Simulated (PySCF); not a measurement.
C2H5IMg, SMILES C[CH2][Mg][I].

Coordinates come from a PBE0-D3(BJ)/def2-SVP optimisation. The structure was generated by enumeration; whether it is a known compound was not checked. The def2 effective core potentials stand for the cores of I; spin–orbit coupling is left out. Other conformers were not sampled.

Level of theory: IEF-PCM-ωB97X/def2-SVP in PySCF 2.14.0.

The values are the electrostatic part of the solvation free energy, E(continuum) − E(gas) at the gas-phase geometry, in a cavity of scaled van der Waals radii (PySCF's table); cavitation and dispersion terms are not included. A continuum can't describe solvent molecules that bind to the metal. In vacuum the orbital gap is 9.77 eV. The dipole moment in vacuum is 2.07 D.

```tsv
solvent	ε	ΔG(elec) (kcal/mol)	dipole (D)	gap (eV)
water	78.36	-10.9	2.76	9.99
ethylethanoate	5.99	(withheld)	(withheld)	(withheld)
dichloromethane	8.93	-9.1	2.66	9.95
```

### Question
Complete the blanks. (Estimate from the structure and the level; the computed values follow.)

### Answer

- ethylethanoate, ΔG(elec) (kcal/mol): -8.2
- ethylethanoate, dipole (D): 2.61
- ethylethanoate, gap (eV): 9.93
